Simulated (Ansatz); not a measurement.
Start from `CC1CO1` and change one atom or group to get `[F][Zn][CH]1CO1`.

Ansatz, PBE0-D4/def2-TZVP geometries, multiplicity 1. Each molecule was computed in one conformer, which needn't be the lowest.

Scalar relativity is left out up to krypton.

| property | `CC1CO1` |
| --- | --- |
| HOMO–LUMO gap (B3LYP/def2-TZVPP) / eV | 8.76 |
| HOMO–LUMO gap (PBE0/def2-TZVPP) / eV | 9.38 |
| LUMO energy (B3LYP/def2-TZVPP) / eV | 1.23 |
| HOMO–LUMO gap (ωB97M-V/def2-TZVPP) / eV | 13.23 |
| HOMO energy (PBE0/def2-TZVPP) / eV | -7.79 |
| size of the dipole moment (B3LYP/def2-TZVPP) / D | 1.92 |

(1) What does the change do to each property? (Best estimate.)

Answers

(1) The calculation gave: 
```
                                        property  `[F][Zn][CH]1CO1`  shift
           HOMO–LUMO gap (B3LYP/def2-TZVPP) / eV               6.45  -2.31
            HOMO–LUMO gap (PBE0/def2-TZVPP) / eV               7.00  -2.38
             LUMO energy (B3LYP/def2-TZVPP) / eV              -1.07  -2.30
         HOMO–LUMO gap (ωB97M-V/def2-TZVPP) / eV              10.85  -2.38
              HOMO energy (PBE0/def2-TZVPP) / eV              -7.72   0.07
size of the dipole moment (B3LYP/def2-TZVPP) / D               2.90   0.98
```

With PBE0 the HOMO rises by 0.07 eV and the LUMO falls by 2.32 eV, so the gap narrows by about 2.39 eV. PBE moves the HOMO by -0.17 eV and ωB97M-V by 0.18 eV. The zero-point energy changes by -95.7 kJ/mol with -6 modes. Dipoles are sizes alone; their direction can turn.

B3LYP here is the variant with VWN-RPA as its local correlation; programs differ in this.
